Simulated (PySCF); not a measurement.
MgI₂.
SMILES: `[I][Mg][I]`

Computed, not measured: PBE0-D3(BJ)/def2-SVP geometry optimisation, gas phase, def2 core potentials past Kr (PySCF).

Take the most abundant isotopes and a rigid rotor. 

Question: What are the moment of inertia and the rotational constant?

Answer: I = 1645.492 u·Å², B = 505379 MHz·u·Å²/I = 307.1 MHz (0.0102 cm⁻¹, or 0.015 K as hB/k).

Question: List the first levels of a rigid rotor in a Σ state.

Answer: E(J) = BJ(J+1): J = 1: 0.020, J = 2: 0.061, J = 3: 0.123, J = 4: 0.205, J = 5: 0.307, J = 6: 0.430 cm⁻¹.

Question: Has it a pure rotational spectrum?

Answer: Not by electric dipole: D∞h allows no dipole (computed 0.03 D). Rotational Raman lines (ΔJ = 2) lie at B(4J + 6), spaced by 4B = 0.041 cm⁻¹, with nuclear-spin weights that differ between even and odd J.

Question: Estimate the classical rotational partition function at 25 K, 50 K and 100 K.

Answer: Point group D∞h, symmetry number σ = 2; q = kT/(σhB), k/h = 20836.6 MHz/K: 848 at 25 K, 1700 at 50 K, 3390 at 100 K.

Atoms past krypton carry def2 core potentials. Not checked by PBE0-D3(BJ)/def2-SVP frequencies. No vibrational averaging or centrifugal distortion is included, and the geometry carries the error of its method.

Time: 6.5 s. Hardware: one thread, x86-64 server, shared host. This is the geometry optimisation.
